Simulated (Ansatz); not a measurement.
A calculation with Ansatz (development build ahead of 0.2.0).

```yaml
crystal:
  periodic: [false, false, false]
  atoms:
    - { symbol: Fe, position_ang: [0.0, 0.0, 0.0] }
    - { symbol: O, position_ang: [0.0, 1.42809, 0.74342] }
    - { symbol: O, position_ang: [0.0, -1.42809, 0.74342] }
basis:
  gaussian: { orbitals: pcseg-2 }
magnetization:
  spin_polarized: true
  initial_magnetization: 4
hamiltonian:
  xc: pbe
```

The input is written out in the form of the current development build from the run's settings.

Output:

* Converged: yes
* Total energy: -1413.85436 hartree
* Spin squared of the determinant: 6.029
* Stability test: minimum

Caution: other spin multiplicities may lie lower.
